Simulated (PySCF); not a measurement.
# One molecule, several mistakes: Al2CH6N

All numbers below are calculated, not measured. They come from PySCF 2.14.0, an open-source quantum chemistry program, on an isolated molecule that a program drew, which may never have been made. The molecule is Al2CH6N (charge 0, doublet), drawn as the SMILES string `C[NH][AlH][AlH]`.

Each row is a Hartree-Fock (HF) and frozen-core CCSD(T) single point in the cc-pV(D+d)Z basis, meant for a local HF minimum. Run 1 is clean. Each other run has one planted mistake out of seven kinds, and not every kind appears here: one electron removed, one electron added, multiplicity raised by two, geometry at a saddle point, minimal basis STO-3G, one bond length entered in bohr, all coordinates scaled. The reference is restricted for singlets and unrestricted otherwise, and also for a bond in bohr. Adding or removing an electron swaps singlet and doublet. Electrons count all cores. HOMO and LUMO are orbital energies over both spins, the gradient is its largest component, and the lowest frequency (negative if imaginary) is given only where the gradient is small. Bond lengths are over the 9 bonds as drawn. T1 is the CCSD diagnostic: over 0.02 (restricted) or 0.045 (unrestricted) a single reference is doubtful.

Geometry of the clean run:
```xyz
10
Al2CH6N, angstrom
C    -2.0489    1.4062    1.4970
N    -0.9250    2.2029    1.0490
Al    0.6606    2.5013    1.7869
Al    1.2370    1.6614    4.1991
H    -2.2920    0.5993    0.7975
H    -1.8220    0.9377    2.4581
H    -2.9540    2.0064    1.6384
H    -1.1208    2.6386    0.1649
H     1.6119    3.4564    0.9460
H     1.9689    0.2847    4.5488
```

| run | electrons | basis functions | <S^2> | HOMO (eV) | LUMO (eV) | gradient (hartree/bohr) | lowest frequency (cm^-1) | mean bond (Å) | longest bond (Å) | T1 | HF (hartree) | CCSD(T) (hartree) | mistake |
|---|---|---|---|---|---|---|---|---|---|---|---|---|---|
| 1 | 45 | 104 | 0.775 | -7.21 | 0.50 | 3.1e-05 | 88 | 1.4796 | 2.619 | 0.0181 | -579.63877 | -580.13129 | no fault |
| 2 | 45 | 104 | 0.778 | -7.37 | 0.38 | 5.3e-02 | - | 1.5965 | 2.825 | 0.0209 | -579.59399 | -580.10002 | all coordinates scaled |
| 3 | 46 | 104 | 0.000 | -0.31 | 5.65 | 2.7e-02 | - | 1.4796 | 2.619 | 0.0169 | -579.62331 | -580.14846 | one electron added |
| 4 | 45 | 104 | 3.757 | -6.46 | -1.17 | 3.2e-02 | - | 1.4796 | 2.619 | 0.0255 | -579.54919 | -580.02947 | ? |
| 5 | 45 | 104 | 1.482 | -7.34 | 0.44 | 9.2e-03 | - | 1.6366 | 3.002 | 0.0437 | -579.54724 | -580.03114 | ? |

**Which mistake was planted in run 4, and what did it cost?**

Electrons, basis and geometry are unchanged, and <S^2> is 3.757, beside S(S+1) = 3.75 for a multiplicity of 4. So the mistake is: multiplicity raised by two. Subtracting run 1 and multiplying by 627.51 kcal/mol a hartree, the energy moved by 56.2 kcal/mol in HF and 63.9 kcal/mol in CCSD(T).

**Which mistake was planted in run 5, and what did it cost?**

The mean bond changes by a factor of 1.106 and the longest by 1.146, so the molecule wasn't scaled as a whole. A length L in bohr read as angstrom grows by (1/0.5292 - 1) L = 0.890 L. The 9 bonds together grew by 9 x 0.1570 = 1.413 Å, which gives L = 1.588 Å. That is the length of one of the Al-H bonds, 1.589 Å in the clean geometry. So the mistake is: one bond length entered in bohr. Subtracting run 1 and multiplying by 627.51 kcal/mol a hartree, the energy moved by 57.4 kcal/mol in HF and 62.8 kcal/mol in CCSD(T).

